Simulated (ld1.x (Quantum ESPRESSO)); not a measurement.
**Transferability test, TM potential for bismuth**

Bi, norm-conserving Troullier–Martins (Kleinman–Bylander form), made with ld1.x (Quantum ESPRESSO) 7.5 (PBE, scalar-relativistic). Core [Xe] 4f14 5d10, reference 6s2 6p2.5 (charge +0.5). Waves: 6p (bound): rc 2.45 bohr; 6d channel at -0.06 Ry: rc 1.90 bohr; 6s (bound): rc 1.70 bohr. Local part: the s channel. Core correction: a·sin(br)/r model core inside 1.65 bohr.

Energies are relative to the spin-unpolarised reference configuration 6s2 6p2.5; without spin polarisation the order of configurations can differ from experiment.

(1) Give the all-electron excitation energy and the error of the potential for: 6s2 6p3; 6s2 6p2; 6s2 6p1; 6s2 6p3.3; 6s0 6p5; 6s1 6p4; 6s1 6p3.

Note: ghost state, extra bound levels that the all-electron valence spectrum of the same l lacks: d at -36.1 eV. A true bound ghost makes a file unfit for plane-wave use.

## Answers

(1)

```tsv
valence configuration	charge	ΔE all-electron (eV)	error AE − PS (meV)
6s2 6p3	0	-3.097	+0.2
6s2 6p2	+1	4.816	-5.1
6s2 6p1	+2	20.063	-55
6s2 6p3.3	-0.3	-4.191	-0.5
6s0 6p5	0	17.405	-125
6s1 6p4	0	6.985	-28
6s1 6p3	+1	15.634	-53
```
